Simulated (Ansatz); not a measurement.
C2H3ClNSi (SMILES C[Si](Cl)C#N): methods side by side

C2H3ClNSi has 8 atoms, charge 0, and is taken as a doublet. SMILES: `C[Si](Cl)C#N`. The shape was relaxed beforehand at wB97X-V/def2-SVP.

Quantity: the adiabatic ionisation energy (to the singlet cation, shapes relaxed at wB97X-V/def2-SVP, no zero-point term), in eV. The values are calculated.

```csv
level,kind,program,value (eV),less CCSD(T)/def2-SVP,CPU time (all runs)
UHF/def2-SVP,Hartree–Fock,Ansatz,7.66,+0.07,5.6 s
USVWN5/def2-SVP,LDA,Ansatz,7.71,+0.12,3.1 s
UPBE/def2-SVP,GGA,Ansatz,7.75,+0.16,6.4 s
U-r2SCAN/def2-SVP,meta-GGA,Ansatz,7.98,+0.39,15 s
UB3LYP/def2-SVP,global hybrid,Ansatz,7.84,+0.25,9.4 s
UPBE0-D4/def2-SVP,global hybrid,Ansatz,7.94,+0.35,8.3 s
U-wB97M-V/def2-SVP,range-separated hybrid,Ansatz,7.69,+0.10,38 s
UMP2/def2-SVP,perturbation theory,Ansatz,7.44,-0.15,5.9 s
UCCSD(T)/def2-SVP,coupled cluster or CI,Ansatz,7.59,0.00,42 s
```

Differences are taken from UCCSD(T)/def2-SVP for orientation; it has basis-set and higher-order errors of its own. The values span 7.44 to 7.98 eV. In so small a basis fixed costs decide the times, and correlated methods can beat functionals. CPU times are rough (shared hosts, several kinds of processor and program).
